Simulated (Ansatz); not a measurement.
A run for Ansatz (a quantum-chemistry and plane-wave program): R-CCSD(T)/def2-TZVPP on FHPbS (SMILES [F][Pb][SH]), a point of a torsion scan. Elements past Kr take the def2 small-core potentials; no spin–orbit coupling. The run froze 15 orbitals, filled d shells among them.

Ansatz 0.2 input:
```yaml
crystal:
  periodic: [false, false, false]
  atoms:
    - {symbol: F, position_ang: [1.90980511, -0.83511947, -0.24810863]}
    - {symbol: Pb, position_ang: [1.00210211, 1.02157007, -0.64190041]}
    - {symbol: S, position_ang: [-1.44661385, 0.38591266, -0.44342886]}
    - {symbol: H, position_ang: [-1.51634621, -0.54433059, -1.37959279]}
basis:
  gaussian:
    orbitals: def2-TZVPP
magnetization: {spin_polarized: false}
correlation: {method: ccsd_t, electrons: outside_noble_gas}
scf: {lower_state_search: off}
```

The log:

```
WARN ansatz: RAYON_NUM_THREADS=1 ignored (pool sized by the plan → 1); use --threads N
Functional definition: HF
these checks for a lower state are left out or cut short: stability, starts, cluster_reference, orbital_swaps, neighbouring_geometries, increment
integrals: 0.26 GiB planned
1010 factors; integrals over basis functions are off by at most 8.3e-4 eV
mean field: 0.39 GiB planned
mean field evaluation 1: about -18759.2204 eV, gradient 3.8e1 eV
mean field evaluation 2: about -18759.2429 eV, gradient 3.8e1 eV
mean field evaluation 4: about -18762.2836 eV, gradient 2.8e0 eV
mean field evaluation 8: about -18762.3384 eV, gradient 4.1e-1 eV
mean field -18762.33995148 eV, -689.5032756460 hartree, gradient 9.9e-6 eV, S^2 0.000000; 0 other end points of the search recorded, 0 dependent functions left out
15 core orbitals not correlated, not the lowest: weight in the atoms' cores, before any rotation towards them, 0.963 or more for the frozen orbitals, at most 0.029 for the correlated occupied ones
reference -18762.33995148 eV, -689.5032756460 hartree; 9, 9 occupied and 113, 113 virtual orbitals, 1010 factors
second order -13.91161690 eV of doubles, -0.00000000 eV of singles
coupled cluster: 0.77 GiB planned
cycle   1  -13.99505629 eV  change   -8.3e-2 eV  update   1.1e-1
cycle   2  -14.32908079 eV  change   -3.3e-1 eV  update   4.4e-2
cycle   3  -14.45165498 eV  change   -1.2e-1 eV  update   2.3e-2
cycle   4  -14.44797641 eV  change    3.7e-3 eV  update   7.1e-3
cycle   5  -14.44109573 eV  change    6.9e-3 eV  update   3.6e-3
cycle   6  -14.44169094 eV  change   -6.0e-4 eV  update   1.5e-3
cycle   7  -14.44176240 eV  change   -7.1e-5 eV  update   6.3e-4
cycle   8  -14.44148506 eV  change    2.8e-4 eV  update   2.6e-4
cycle   9  -14.44155218 eV  change   -6.7e-5 eV  update   1.3e-4
cycle  10  -14.44162982 eV  change   -7.8e-5 eV  update   5.3e-5
cycle  11  -14.44157567 eV  change    5.4e-5 eV  update   2.5e-5
cycle  12  -14.44158309 eV  change   -7.4e-6 eV  update   1.2e-5
perturbative correction -0.56661250 eV, -0.0208226254 hartree
Total energy: -18777.34814707 eV, -690.0548166612 hartree
Checks for a lower state left out: stability, starts, cluster_reference, orbital_swaps, neighbouring_geometries, increment
```

The run converged.

Cost: very roughly 11 core-seconds.
